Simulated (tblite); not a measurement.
C2H2F5Si (doublet state).
Atom-mapped SMILES: `[F:1][C:2]([F:3])([F:4])[C:5]([F:6])([F:7])[SiH2:8]` (hydrogens: H9, H10 on Si8)

Cartesian coordinates in Å at the GFN2-xTB level; atoms count from 1:
```
atom  x, y, z in Å
F1    -1.1092    1.4209   -0.0826
C2    -1.0647    0.1438    0.3251
F3    -0.7534    0.1723    1.6295
F4    -2.2910   -0.3554    0.2156
C5     0.0153   -0.6140   -0.4520
F6     0.0043   -1.9060   -0.0248
F7    -0.3574   -0.6417   -1.7606
Si8    1.7611    0.2147   -0.2134
H9     1.6913    1.5207   -0.8458
H10    2.1126    0.0493    1.1865
```

All values are computed: GFN2-xTB (tblite) harmonic vibrations without scaling, gas phase. Errors from tens to a few hundred cm⁻¹ against measured bands are possible. Modes of hydrogen on silicon can be 10 to 20 % off. One conformer, not necessarily the lowest. Open shells enter through the occupations alone, without spin polarisation, and single modes of such species can be off by tens of per cent.

Harmonic wavenumbers (cm⁻¹): 36.3, 87.8, 125.3, 172.6, 210.9, 245.6, 338.5, 362.2, 384.0, 484.2, 520.8, 525.1, 564.0, 570.8, 667.2, 681.2, 895.7, 1031.8, 1078.0, 1093.4, 1119.4, 1185.5, 2355.1, 2390.8.

A = 2213, B = 1512, C = 1336 MHz; mass 148.985 u (most abundant isotopes); point group Cs, symmetry number 1; spin multiplicity 2.

Task: Zero-point energy?

Result: Half the sum of the wavenumbers: 8563 cm⁻¹ = 102.44 kJ/mol.

Task: Entropy at 298.15 K, 1 bar (ideal gas, RRHO, classical rotation)?

Result: Translation 171.26, rotation 119.94, vibration 107.93, spin (R ln 2) 5.76: S = 404.9 J/(mol K).

Task: And Cp and H(298.15 K) − H(0)?

Result: Cp = 140.18 J/(mol K), of which vibrations give 106.92 (their classical limit is 24 R = 199.5); H(298.15 K) − H(0) = 26.81 kJ/mol without the zero-point energy, 16.90 from vibrations.

Task: What must be added to the electronic energy to get the Gibbs energy at 298.15 K and 1 bar?

Result: ZPE + [H(298.15 K) − H(0)] − T·S = 102.44 + 26.81 − 120.72 = 8.53 kJ/mol.

Task: Which modes carry the vibrational entropy at 298.15 K?

Result: 36.3 cm⁻¹: 22.81; 87.8 cm⁻¹: 15.52; 125.3 cm⁻¹: 12.62; 172.6 cm⁻¹: 10.07; 210.9 cm⁻¹: 8.52; 245.6 cm⁻¹: 7.37 J/(mol K); the other 18 give 31.02 together.

Hindered rotation and anharmonicity are outside this model. Other conformers, if any are populated, would add a mixing term that is left out.
